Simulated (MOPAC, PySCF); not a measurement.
H12Si4Sn, SMILES `[SiH3][Sn]([SiH3])([SiH3])[SiH3]`, neutral singlet in the gas phase. 

Cartesian coordinates (Å):
```xyz
17

Si    -0.4123    -0.3147     2.5148
Sn     0.0023     0.0005     0.0001
Si    -1.4512    -1.6557    -1.3188
Si     2.4805    -0.4282    -0.5192
Si    -0.6158     2.3992    -0.6775
H     -1.8509    -0.0657     2.8378
H     -0.0637    -1.7100     2.9239
H      0.4278     0.6397     3.3018
H     -2.8992    -1.4095    -1.0363
H     -1.1188    -3.0607    -0.9286
H     -1.2160    -1.4974    -2.7873
H      2.8558    -1.8227    -0.1307
H      2.7433    -0.2506    -1.9806
H      3.3402     0.5294     0.2424
H     -2.0554     2.6668    -0.3735
H      0.2239     3.3823     0.0741
H     -0.3905     2.5973    -2.1425
```
Charge 0, multiplicity 1.

All levels are single points at this geometry (PBE0-D3(BJ)/def2-SVP); Pople sets use spherical d functions. Orbital energies aren't observables, and empty levels follow the basis.

```json
[
 {"level": "B3LYP-D3(BJ)/def2-TZVP in PySCF", "HOMO (eV)": "-7.40", "LUMO (eV)": "-0.70", "gap (eV)": "6.70", "dipole (D)": "0.01", "vertical IE, Delta-SCF (eV)": "9.11"},
 {"level": "M06-2X/def2-TZVP in PySCF", "HOMO (eV)": "-8.41", "LUMO (eV)": "0.27", "gap (eV)": "8.68", "dipole (D)": "0.01", "vertical IE, Delta-SCF (eV)": "9.11"},
 {"level": "B3LYP/6-311+G** (LANL2DZ on Sn) in PySCF", "HOMO (eV)": "-7.52", "LUMO (eV)": "-0.63", "gap (eV)": "6.89", "dipole (D)": "0.01", "vertical IE, Delta-SCF (eV)": "–"},
 {"level": "B3LYP/6-31G* (LANL2DZ on Sn) in PySCF", "HOMO (eV)": "-7.39", "LUMO (eV)": "-0.30", "gap (eV)": "7.09", "dipole (D)": "0.01", "vertical IE, Delta-SCF (eV)": "9.16"},
 {"level": "BP86/6-31G* (LANL2DZ on Sn) in PySCF", "HOMO (eV)": "-6.71", "LUMO (eV)": "-0.98", "gap (eV)": "5.73", "dipole (D)": "0.01", "vertical IE, Delta-SCF (eV)": "–"},
 {"level": "M06-2X/6-31G* (LANL2DZ on Sn) in PySCF", "HOMO (eV)": "-8.44", "LUMO (eV)": "0.41", "gap (eV)": "8.86", "dipole (D)": "0.01", "vertical IE, Delta-SCF (eV)": "–"},
 {"level": "PBE/6-31G* (LANL2DZ on Sn) in PySCF", "HOMO (eV)": "-6.61", "LUMO (eV)": "-0.91", "gap (eV)": "5.70", "dipole (D)": "0.01", "vertical IE, Delta-SCF (eV)": "–"},
 {"level": "SVWN5/6-31G* (LANL2DZ on Sn) in PySCF", "HOMO (eV)": "-6.65", "LUMO (eV)": "-1.08", "gap (eV)": "5.57", "dipole (D)": "0.01", "vertical IE, Delta-SCF (eV)": "–"},
 {"level": "PM6 in MOPAC", "HOMO (eV)": "-9.32", "LUMO (eV)": "-0.74", "gap (eV)": "8.58", "dipole (D)": "0.01", "vertical IE, Delta-SCF (eV)": "–"}
]
```
